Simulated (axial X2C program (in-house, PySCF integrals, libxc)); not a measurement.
# Potential curves of RuH, 2c

All values were computed with an in-house all-electron X2C program for linear molecules (integrals from PySCF). Two-component (2c) means X2C with spin–orbit coupling and atomic mean-field two-electron Coulomb and Gaunt terms. Basis: Ru dyall-cv3z [12s12p8d5f3g], H dyall-v3z [6s2p1d] (cores contracted in-house); Gaussian nuclei, density fitting, unrestricted open shells. Masses: Ru 101.904 u, H 1.008 u.

State: Ω = 3/2 (⟨Sz⟩ = 1.49, ⟨Lz⟩ = 0.01 at PBE0). Energies in eV from the lowest point of each curve. Fits are polynomials in 1 − R0/R over 0.85 to 1.23 times the lowest point R0.

```tsv
R (Å)	PBE0	HF	BP86	CCSD(T)
1.3789	0.4138	0.6962	0.4147	
1.4424	0.1771	0.3857	0.1755	0.1943
1.4899	0.0723	0.2254	0.0702	0.0837
1.5374	0.0163	0.1145	0.0148	0.0220
1.5850	0.0000	0.0441	0.0000	0.0000
1.6405	0.0210	0.0040	0.0236	0.0144
1.6960	0.0757	0.0000	0.0815	0.0625
1.7673	0.1828	0.0358	0.1933	0.1613
1.8544	0.3525	0.1252	0.3693	
1.9812	0.6437	0.3110	0.6692	
2.1556	1.0732	0.6069	1.1098	
2.3775	1.5909	0.9342	1.6459
```

Correlated methods: 9 electrons correlated (number of frozen shells: Ru 4 s, 3 p, 1 d; H none), 222 virtual spin orbitals or spinors in MP2, 125 natural virtuals in coupled cluster.

The state is one determinant whose occupation by symmetry is held fixed; it was picked as the lowest of a PBE0 search that is not exhaustive. Density functionals use the spin component along the axis (collinear). CCSD and (T) use frozen natural virtuals with an MP2 correction for the truncation; (T) itself is uncorrected, so its De runs slightly low. PBE0 can misorder states that lie within some tenths of an eV, so this need not be the ground state of the molecule. The nearest other 2c determinant of the search, Ω = 9/2, lies 0.20 eV up at the distance of the search. With several unpaired electrons one determinant need not be a pure state. This is the top spin component of a Σ state; components of lower Ω are not single determinants and can lie lower. The determinant is spin-polarised beyond a pure state at some levels (its spin-free form has ⟨S²⟩ too high), which makes Re and μ there less reliable. Coupled cluster ran on the points near the minimum only. MP2 and coupled cluster on one determinant become unreliable at the stretched end.

(1) Fit the PBE0 curve near its minimum: give the equilibrium distance and the harmonic wavenumber.

(2) What are Re and ωe at the HF level?

(3) What are Re and ωe at the BP86 level?

(4) Fit the CCSD(T) curve near its minimum: give the equilibrium distance and the harmonic wavenumber.

## Answers

(1) At PBE0, 2c: Re = 1.584 Å, ωe ≈ 1970 cm⁻¹; Be follows as 6.74 cm⁻¹.

(2) At HF, 2c: Re = 1.675 Å, ωe ≈ 1660 cm⁻¹; Be follows as 6.02 cm⁻¹.

(3) At BP86, 2c: Re = 1.581 Å, ωe ≈ 2000 cm⁻¹; Be follows as 6.76 cm⁻¹.

(4) At CCSD(T), 2c: Re = 1.592 Å, ωe ≈ 1930 cm⁻¹; Be follows as 6.66 cm⁻¹.
